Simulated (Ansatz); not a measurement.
Consider the formal loss of a carbene: `CN1B[SiH2]1` → `B1N[SiH2]1` + `[CH2]` (triplet).

Computed with Ansatz on PBE0-D4/def2-TZVP structures; ΔE is electronic, products minus reactants. CCSD(T)/CBS adds triple-zeta CCSD(T) − MP2 to the extrapolated MP2 energy (def2 sets, frozen cores). This one scheme is used for every species. DFT in def2-TZVPP. HSE06 is defined as in plane-wave codes. Triplets are unrestricted, without spin–orbit coupling.

```csv
level,ΔE (kJ/mol),difference from CCSD(T)/CBS
LDA (SPW92),491.8,76.2
PBE-D4,426.4,10.8
BLYP-D4,414.8,-0.8
B97M-V,415.9,0.3
PBE,419.9,4.3
PBE0,410.1,-5.5
HSE06,410.9,-4.7
HF/def2-TZVPP,270.2,-145.4
SCS-MP2/def2-TZVPP,420.5,4.9
SCS-MP2/def2-QZVPP,427.5,11.9
CCSD(T)/CBS,415.6,0
```

Largest T1 diagnostic among the species: 0.014.

From PBE to PBE0 (25 % exact exchange), in def2-TZVPP and without D4, ΔE moves by −9.8 kJ/mol. Leaving LDA and LC-ωPBE aside and taking each functional with its dispersion term where it has one, the values, not all of them listed here, spread over 37.7 kJ/mol, from r2SCAN0-D4 to ωB97X-V. LDA lies +71.9 kJ/mol from PBE without D4.
